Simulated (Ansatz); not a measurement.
Hg2H4 in a box, plane waves

Ansatz 0.2.0, DFT PBE, scalar-relativistic, plane waves, PAW, molecule in a box. The geometry was relaxed with Gaussian bases (B3LYP; Hg def2-SVP with ECP60, H def2-SVP).

```yaml
crystal:
  lattice:
    - [12.21, 0.0, 0.0]
    - [0.0, 9.0, 0.0]
    - [0.0, 0.0, 15.69]
  atoms:
    - { symbol: Hg, position: [0.44687387, 0.5, 0.6256297] }
    - { symbol: Hg, position: [0.55309992, 0.5, 0.37410644] }
    - { symbol: H, position: [0.63142342, 0.5, 0.4612441] }
    - { symbol: H, position: [0.36855037, 0.5, 0.5384914] }
    - { symbol: H, position: [0.52394922, 0.5, 0.71292862] }
    - { symbol: H, position: [0.47602457, 0.5, 0.28680688] }
basis:
  ecutwfc: 420
  ecutrho_ratio: 4
kpoints:
  mp_grid: { grid: [1, 1, 1] }
hamiltonian:
  xc: pbe
scf:
  occupations: { method: gaussian, width: 0.01 }
output:
  forces: true
  eigenvalues: true
  populations: true
```

Command:
```sh
ansatz run input.yaml --threads 2 --pin off --max-ram 5120MiB --backend cpu --events-out ev --progress --plain --runs-dir out
```
It took 3.7 s on 2 threads of Arm Neoverse V2, with other jobs on the host, peak memory 0.88 GiB.

How does the SCF go?


```
SCF iter   1: F=—  HF=-27688.390758 eV  |F-HF|=—  |Δ(HF+E_count)|=         —  Δρ=1.38e-3
preconditioner: auto → Resta (q_TF=auto, 1.480 Å⁻¹)  ε∞=1.3  [insulator: Δε(μ)=5.298 eV  Ē_g=9.243 eV  σ=0.010 eV  W_gap=1.00  n_s
SCF iter   2: F=—  HF=-27688.376996 eV  |F-HF|=—  |Δ(HF+E_count)|=   1.38e-2  Δρ=5.16e-4
SCF iter   3: F=—  HF=-27688.377467 eV  |F-HF|=—  |Δ(HF+E_count)|=   4.72e-4  Δρ=1.71e-4
SCF iter   4: F=—  HF=-27688.378454 eV  |F-HF|=—  |Δ(HF+E_count)|=   9.86e-4  Δρ=5.54e-5
SCF iter   5: F=—  HF=-27688.378931 eV  |F-HF|=—  |Δ(HF+E_count)|=   4.77e-4  Δρ=4.65e-6
SCF iter   6: F=-27688.378932 eV  HF=-27688.378932 eV  |F-HF|=9.76e-8  |Δ(HF+E_count)|=   2.83e-7  Δρ=1.61e-6
```

Which levels lie next to the highest filled one (eV, counted from it)?

Filled: -4.20, -4.17, -4.07, -4.07, -4.05, -4.05, -2.03, -1.64, -0.10, 0.00. Empty: 5.22, 5.23, 5.85, 5.96, 6.47, 6.62.

What forces are left at this geometry, relaxed with Gaussian bases (eV/Å)?


```
Hg   0.01  0.00 -0.03
Hg  -0.01  0.00  0.03
H   -0.08  0.00 -0.10
H    0.08  0.00  0.10
H   -0.08  0.00 -0.11
H    0.08  0.00  0.11
```

The highest of the empty levels listed lie near the vacuum level and may be states of the box.

The Gaussian-basis geometry is a saddle point of its own level.

The forces come from the other functional as well as from the basis.
